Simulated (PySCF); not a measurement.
C₃H₆O₃, charge -1, doublet, at a GFN2-xTB geometry (a state made from the parent by changing its charge; the spin is typed, not shown lowest) (in this run its highest filled SCF level lies above zero, so its values depend strongly on the basis, on diffuse functions most of all). Base run: SVWN5/3-21G run with PySCF.

Geometry (Å):
```xyz
12

C      1.8691    -0.2760    -0.6876
O      1.0780    -0.6032     0.4124
C     -0.0118     0.3465     0.7030
O      0.0602     1.5164     0.2120
O     -1.2453    -0.3815     0.6214
C     -1.7879    -0.4530    -0.6763
H      1.7172     0.7837    -0.9343
H      2.9268    -0.4425    -0.4419
H      1.6129    -0.8885    -1.5707
H     -2.8369    -0.7590    -0.5943
H     -1.2488    -1.1839    -1.2992
H     -1.7308     0.5308    -1.1596
```
Charge -1, spin multiplicity 2.
Orbitals are unrestricted.
All else is at PySCF's defaults.
Base energy -338.95310 Eh.

Each row names what was changed in the base input (with any setting that the change needs).

```
change                                                                            ΔE vs base (µEh)  SCF cycles  <S^2>        outcome
--------------------------------------------------------------------------------  ----------------  ----------  -----  -------------
base                                                                                           0.0          12  0.751      converged
DIIS = EDIIS                                                                                     -          50      -  not converged
diis_space = 20                                                                                0.0          12  0.751      converged
conv_tol = 1e-6                                                                                0.0          10  0.751      converged
diis = off; damp = 0.6 (with mf.diis_start_cycle = 200; with mf.max_cycle = 150)               0.0          19  0.751      converged
damp = 0.5; diis_start_cycle = 5                                                               0.0          15  0.751      converged
DIIS = ADIIS                                                                                   0.0          22  0.751      converged
init_guess = 1e                                                                                0.0          29  0.751      converged
conv_tol_grad = 1e-7                                                                           0.0          18  0.751      converged
level_shift = 1.0 (with mf.max_cycle = 100)                                                    0.0          43  0.751      converged
conv_tol = 1e-12                                                                               0.0          18  0.751      converged
conv_tol = 1e-7                                                                                0.0          11  0.751      converged
level_shift = 0.1 (with mf.max_cycle = 100)                                                    0.0          13  0.751      converged
```

Open shells are given as the SCF converged; they aren't shown to be the lowest states, and a large step between rows can be another state.
